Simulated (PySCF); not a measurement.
C₄H₁₂Ge, charge -1, doublet, geometry from GFN2-xTB (a state made from the parent by changing its charge; the spin is typed, not shown lowest) (in this run its highest filled SCF level lies above zero, so its values depend strongly on the basis, on diffuse functions most of all). Base run: PySCF with R2SCAN/STO-3G.

Geometry (Å):
```xyz
17

C     -0.1863    -1.9226    -1.3159
Ge    -0.0431     0.1179    -0.2981
C      0.0433     2.3138     0.3267
C     -1.3794    -0.3823     1.1698
C      1.6548    -0.3713     0.7354
H     -1.1433    -2.0313    -1.8202
H     -0.0925    -2.7002    -0.5646
H      0.6090    -2.0396    -2.0479
H      0.2128     2.3709     1.3972
H     -0.8922     2.8144     0.0892
H      0.8530     2.8255    -0.1876
H     -2.4123    -0.2428     0.8496
H     -1.2694    -1.4257     1.4583
H     -1.2316     0.2280     2.0584
H      1.6713    -1.4309     0.9825
H      2.5588    -0.1583     0.1642
H      1.7210     0.1902     1.6651
```
Charge -1, spin multiplicity 2.
Orbitals are unrestricted.
All else is at PySCF's defaults.
Base energy -2210.61571 Eh.

The base run was repeated with changes; each row names its change, and settings that it needs were set with it.

```tsv
change	ΔE vs base (µEh)	grid points	electrons on the grid	outcome
base	0.0	194808	68.99999	converged
grids.radi_method = delley	-578	210352	68.99999	converged
grids.atom_grid = (50, 194)	1847	112232	68.99992	converged
grids.level = 5	-643	499128	69.00000	converged
grids.atom_grid = (150, 974)	-618	1381384	69.00000	converged
grids.level = 7	-619	1034896	69.00000	converged
grids.prune = dft.gen_grid.treutler_prune	6.9	169096	68.99999	converged
grids.atom_grid = (99, 590)	-426	552512	69.00000	converged
grids.becke_scheme = stratmann	-1.4	194808	68.99999	converged
grids.level = 2	-819	122336	68.99995	converged
grids.prune = dft.gen_grid.sg1_prune	-	-	-	input refused
```

Open shells are given as the SCF converged; they aren't shown to be the lowest states, and a large step between rows can be another state.

- grids.prune = dft.gen_grid.sg1_prune: ended with `IndexError: index 32 is out of bounds for axis 0 with size 19`
